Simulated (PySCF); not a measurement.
H2BFO2, SMILES OB(O)F, B3LYP/def2-SVP optimised geometry.

```
6

B     -0.05     0.00     0.00
F     -0.73    -1.17     0.00
O      1.30     0.00     0.00
H      1.68    -0.89     0.00
O     -0.72     1.17     0.00
H     -1.68     1.06     0.00
```

Density from B3LYP/def2-TZVP in PySCF at that geometry.

Minimum of the electron density along straight lines between bonded atoms, close to the bond critical point (lines longer than 1.1 times the sum of covalent radii, or with two minima, are not listed):

| bond | length / Å | ρ at the minimum / e bohr⁻³ | ∇²ρ there / e bohr⁻⁵ | position (fraction from the first atom) |
|---|---|---|---|---|
| B1–F2 | 1.349 | … | 1.06 | 0.34 |
| B1–O3 | 1.353 | 0.219 | 0.89 | 0.33 |
| O3–H4 | 0.964 | 0.355 | -2.42 | 0.81 |
| B1–O5 | 1.353 | 0.219 | 0.89 | 0.33 |
| O5–H6 | 0.964 | 0.355 | -2.42 | 0.81 |

**Question.** Some entries are withheld; supply them.

**Answer.** 
- B1–F2, ρ at the minimum / e bohr⁻³: 0.192
